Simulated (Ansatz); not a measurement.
Harmonic frequencies (cm⁻¹) at PBE0-D4/def2-TZVP from Ansatz: 77, 167, 239, 357, 411, 431, 508, 711, 739, 1910, 2131, 3458.

(1) Which molecule is it?
A. `[F][InH][SeH]`
B. `C[Se][InH][Cl]`
C. `C#[C][InH][Cl]`
D. `N#[C][In]([F])[F]`

Results:

(1) C.
